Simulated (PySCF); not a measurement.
A side-by-side comparison of computed properties.

First species: C5H5N3O.
InChI=1S/C5H5N3O/c1-4-2-6-8-7-5(4)3-9/h2-3H,1H3

Second species: C₄H₈NPSi.
SMILES: `N#C[C@H]1C[Si@H](P)C1`

Levels: CAM-B3LYP/def2-SVPD for dipole moment, HOMO energy, LUMO energy, HOMO–LUMO gap, static isotropic polarisability and electronic spatial extent ⟨r²⟩ about the centre of nuclear charge; TDDFT CAM-B3LYP/def2-SVPD for lowest singlet excitation; TDA CAM-B3LYP/def2-SVPD for lowest triplet excitation (Tamm–Dancoff); GFN2-xTB for rotational constant A and rotational constant C. Geometries: GFN2-xTB. All species are isolated and taken at one optimised geometry, non-relativistic unless stated. Electronic properties by PySCF.

Dipoles, sizes and rotational constants follow the conformer. The torsions of the flexible species, by atom-mapped SMILES:
- `[CH3:1][c:2]1[cH:3][n:4][n:5][n:6][c:7]1[CH:8]=[O:9]`: N6–C7–C8–O9 180°
- `[N:1]#[C:2][C@H:3]1[CH2:4][Si@H:5]([PH2:6])[CH2:7]1`: H–P6–Si5–C4 -177°, H–P6–Si5–C4 90°

Values for the first species:

- Dipole moment: 3.55 D
- HOMO energy: -8.83 eV
- LUMO energy: -2.00 eV
- HOMO–LUMO gap: 6.83 eV
- Lowest singlet excitation: 3.19 eV
- Lowest triplet excitation (Tamm–Dancoff): 2.64 eV
- Static isotropic polarisability: 78.8 au
- Electronic spatial extent ⟨r²⟩ about the centre of nuclear charge: 1060 bohr²
- Rotational constant A: 3.165 GHz
- Rotational constant C: 1.042 GHz

(1) Estimate the same properties for the second species, and the change in each.

Answers

(1) 
```csv
property,first,second,second less first
dipole moment,3.55 D,4.07 D,+0.52 D
HOMO energy,-8.83 eV,-9.21 eV,-0.38 eV
LUMO energy,-2.00 eV,0.59 eV,+2.59 eV
HOMO–LUMO gap,6.83 eV,9.80 eV,+2.97 eV
lowest singlet excitation,3.19 eV,6.36 eV,+3.17 eV
lowest triplet excitation (Tamm–Dancoff),2.64 eV,5.77 eV,+3.13 eV
static isotropic polarisability,78.8 au,100.3 au,+21.5 au
electronic spatial extent ⟨r²⟩ about the centre of nuclear charge,1060 bohr²,1395 bohr²,+335 bohr²
rotational constant A,3.165 GHz,5.871 GHz,+2.706 GHz
rotational constant C,1.042 GHz,0.814 GHz,-0.228 GHz
```

On the first: In atomic units the dipole is 1.40 e·bohr (1 au = 2.5417 D). The principal polarisabilities are 48.2, 88.2 and 99.9 au; their mean is the isotropic value.

On the second: The dipole matches unit charges of opposite sign 0.85 Å apart (1 e·Å = 4.8032 D).
